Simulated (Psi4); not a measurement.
Psi4 input (wB97X-D/6-31G*):

```
memory 1500 MB

molecule {
-1 1
O    -0.48575600   -0.03323000    1.07605000
B    -0.79231100   -0.19563200   -0.21612400
O    -2.04028300   -0.51844600   -0.76104700
O     0.32478000    0.00056600   -1.02124500
Si    1.31773200    0.32508600    0.35554700
H    -2.65560600   -0.60568700   -0.02722000
H     2.59162000    0.55499700   -0.47654200
H     1.31679800    1.66117300    1.04094500
H     1.87056300   -0.77464200    1.21570600
symmetry c1
no_reorient
no_com
}

set {
  basis 6-31G*
  reference rks
  scf_type pk
  dft_radial_points 99
  dft_spherical_points 590
  e_convergence 1e-8
  d_convergence 1e-7
  maxiter 150
}

e = energy('wb97x-d')
print_out(f'\nFINAL {e:.10f} DIPOLE {variable("CURRENT DIPOLE")[0]:.6f} {variable("CURRENT DIPOLE")[1]:.6f} {variable("CURRENT DIPOLE")[2]:.6f}\n')
```

From the output:

```
      64A      1.887610    65A      1.942304    66A      1.965537
      67A      2.010867    68A      2.088322    69A      2.155812
      70A      2.204604    71A      2.210299    72A      2.359757
      73A      2.432351    74A      2.654891    75A      2.674285
      76A      2.757907    77A      2.760596    78A      2.906836
      79A      2.953967    80A      3.152772    81A      3.198149
      82A      3.306405    83A      3.345601    84A      3.864661
      85A      4.192292    86A      4.266148    87A      4.359029

    Final Occupation by Irrep:
              A
    DOCC [    24 ]
    NA   [    24 ]
    NB   [    24 ]

  @RKS Final Energy:  -542.52799010057538

   => Energetics <=

    Nuclear Repulsion Energy =            226.9868561248166543
    One-Electron Energy =               -1210.1704191202131824
    Two-Electron Energy =                 477.9050040697213149
    DFT Exchange-Correlation Energy =     -37.2467960727715379
    Empirical Dispersion Energy =          -0.0026351021285579
    VV10 Nonlocal Energy =                  0.0000000000000000
    Total Energy =                       -542.5279901005753800

Computation Completed

Properties will be evaluated at   0.000000,   0.000000,   0.000000 [a0]

Properties computed using the SCF density matrix

 Multipole Moments:

 ------------------------------------------------------------------------------------
     Multipole            Electronic (a.u.)      Nuclear  (a.u.)        Total (a.u.)
 ------------------------------------------------------------------------------------

 L = 1.  Multiply by 2.5417464519 to convert [e a0] to [Debye]
 Dipole X            :         -1.1049395           -0.0000076           -1.1049471
 Dipole Y            :         -0.2410621            0.0000094           -0.2410527
 Dipole Z            :          0.1415149           -0.0000170            0.1414979
 Magnitude           :                                                    1.1397526

 ------------------------------------------------------------------------------------

FINAL -542.5279901006 DIPOLE -1.104947 -0.241053 0.141498

*** Psi4 exiting successfully. Buy a developer a beer!
```

The dipole moment of an ion depends on the origin.

The geometry given is a B3LYP-D3(BJ)/def2-TZVP minimum.
